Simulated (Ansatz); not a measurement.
Reaction: H3SO4+ (SMILES O=S(=O)(O)[OH2+]) → H3SO4+ (SMILES O=S(O)(O)=[OH+])
Each species at its own B3LYP-D3(BJ)/def2-TZVP minimum (Ansatz, an electronic-structure program), one conformer.

Total energies in hartree (Ansatz). UHF or UKS for unpaired electrons; spin-orbit terms are left out. Cores are frozen in correlated methods. No relativity.

| species | HF/cc-pV(T+d)Z | CCSD(T)/cc-pV(T+d)Z | HF/cc-pV(Q+d)Z | CCSD(T)/cc-pV(Q+d)Z | CCSD(T)/cc-pV(D+d)Z | CCSDT(Q)/cc-pV(D+d)Z |
|---|---|---|---|---|---|---|
| 1: H3SO4+ (SMILES [OH2+]S(=O)(=O)O) | -698.51875 | -699.71933 | -698.54889 | -699.83812 | -699.30801 | -699.31208 |
| 2: H3SO4+ (SMILES [OH+]=S(O)(=O)O) | -698.56033 | -699.74242 | -698.59087 | -699.86239 | -699.32060 | -699.32404 |

Q: Work out the isomerisation energy (electronic) in kcal/mol: take Hartree-Fock from cc-pV(Q+d)Z, extrapolate the CCSD(T) correlation energy as X^-3 (X = 3, 4), and add CCSDT(Q) - CCSD(T) in cc-pV(D+d)Z. 1 hartree = 627.51 kcal/mol.

A: 
Species 1: correlation (64·(-1.28923) - 27·(-1.20058))/37 = -1.35392; step -0.00407; E1 = -698.54889 + (-1.35392) + (-0.00407) = -699.90688
Species 2: correlation (64·(-1.27152) - 27·(-1.18209))/37 = -1.33678; step -0.00344; E2 = -698.59087 + (-1.33678) + (-0.00344) = -699.93109
-1·E1 +1·E2 = -0.02421 hartree = -15.2 kcal/mol.
